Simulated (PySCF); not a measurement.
# Correlation energy of S⁺ (sulfur, charge +1)

[Ne] 3s2 3p3, high-spin 4S determinant. Calculation: PySCF 2.14, in jorge-DZP-DKH; scalar relativity by spin-free X2C-1e. Frozen: [Ne]; 5 electrons correlated.

MP2 pair energies summed by pair of shells (mhartree):

```csv
pair,energy,share (%)
3s-3p,-45.11,64.4
3p-3p,-17.07,24.4
3s-3s,-7.82,11.2
```

Total MP2 correlation energy: -69.99 mhartree.

Same-spin part -19.25 and opposite-spin part -50.74 mhartree; SCS-MP2 scales them by 1/3 and 6/5 to -67.30 mhartree.

```json
{"level": "CCSD", "correlation energy (mhartree)": "-88.31"}
{"level": "(T)", "correlation energy (mhartree)": "-0.99"}
{"level": "CCSD(T)", "correlation energy (mhartree)": "-89.30"}
```

Diagnostics: T1 = 0.0018, D1 = 0.0041, largest double amplitude 0.062.

Cost of the coupled-cluster step: 0.13 s of wall time on 1 thread of Neoverse-V1 (shared host), for 5 correlated electrons.
